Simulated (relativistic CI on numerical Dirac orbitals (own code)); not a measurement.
## L2,3 absorption of iron in several valence states

Computed multiplet spectra 2p⁶3dⁿ → 2p⁵3dⁿ⁺¹ (Dirac-Coulomb-Breit ions, Slater integrals scaled by 0.8, an assumed crystal field that grows with the charge, no charge transfer; 300 K; Lorentzian 0.4 eV and Gaussian 0.3 eV FWHM at both edges, so that L2 comes out sharper than in experiment). Peaks over 5 % are given in eV from the highest peak in the L3 region of each spectrum (height, largest 100). S of the lowest state is read from ⟨S²⟩, and the branching ratio is the share of L3, cut at the minimum between the edges.

Field parameters in Wybourne normalisation: Td as Oh with Dq negative (B⁴₀ = 21Dq, B⁴₄ = √(5/14) B⁴₀). The field is a parameter set, without covalency.

- Fe²⁺ (d6, Td, 10Dq = -6300 cm⁻¹): S = 2.00, high spin, branching ratio 0.75; peaks -2.1 (11), 0.0 (100), 0.5 (95), 1.4 (58), 2.9 (32), 4.3 (12), 11.3 (12), 12.2 (29), 12.8 (28), 13.5 (29), 15.7 (10)
- Fe³⁺ (d5, Td, 10Dq = -8150 cm⁻¹): S = 2.50, high spin, branching ratio 0.77; peaks -2.1 (11), 0.0 (100), 1.3 (39), 3.5 (7), 4.2 (12), 11.5 (11), 12.5 (16), 13.9 (19), 14.5 (23)
- Fe⁵⁺ (d3, Td, 10Dq = -11800 cm⁻¹): S = 1.50, branching ratio 0.63; peaks -2.7 (17), -1.9 (22), 0.0 (100), 0.6 (99), 1.5 (70), 2.4 (61), 4.1 (27), 8.9 (34), 10.3 (28), 11.0 (34), 11.6 (26), 12.9 (39), 13.6 (41), 16.5 (6)

Task: What spin state follows for Fe⁴⁺ in Td, 10Dq = -10000 cm⁻¹, and does its branching ratio lie nearer 2/3 or nearer 0.8?

Result: Fe⁴⁺ (d4, Td, 10Dq = -10000 cm⁻¹): S = 2.00, high spin, branching ratio 0.68; peaks -3.8 (8), -2.7 (14), -1.8 (19), 0.0 (100), 0.9 (91), 3.0 (48), 8.1 (26), 9.7 (21), 10.9 (19), 13.2 (36), 13.8 (34), 14.9 (24), 15.8 (12). High-spin states, above all those with an unquenched orbital moment, raise the ratio above the statistical 2/3; low spin and nearly empty shells keep it near or below 2/3.

The centroid of the whole edge, which also moves with the branching ratio, lies at 713.5 (Fe²⁺), 716.3 (Fe³⁺), 720.1 (Fe⁴⁺), 725.0 (Fe⁵⁺) eV in this ionic model, in steps of 2.8 to 4.9 eV. Compounds show about 1 to 2 eV a unit and lower energies for the high valences, since ligands screen the charge. The multiplet shape follows the d count and the spin state, and so serves as a fingerprint of valence.
